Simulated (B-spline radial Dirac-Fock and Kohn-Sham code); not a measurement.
Relativistic shifts of the levels of Cd²⁸⁺

System: the Cd²⁸⁺ ion, [Ar] 3d2.

Both columns are ΔSCF binding energies of the configuration average from a radial atomic solver: non-relativistic Hartree-Fock with a point nucleus, and Dirac-Fock with a finite nucleus and the Coulomb interaction alone, averaged over the two j levels with weights 2j+1.

```csv
shell,Hartree-Fock (eV),Dirac-Fock (eV),shift (eV),shift (%)
1s,27251.4,28126.4,+874.97,+3.21
2s,5110.3,5330.9,+220.56,+4.32
2p,4845.8,4912.9,+67.12,+1.39
3s,1809.2,1866.9,+57.77,+3.19
3p,1701.3,1722.9,+21.65,+1.27
3d,1551.3,1549.5,-1.76,-0.11
```

Relativity binds 1s, 2s, 2p, 3s, 3p more strongly, among those listed most of all 2s in relative terms, and 3d more weakly, because the contracted s and p shells screen the nucleus better.

Values without a named source are computed, but for edge energies of neutral atoms, which are taken from tables.
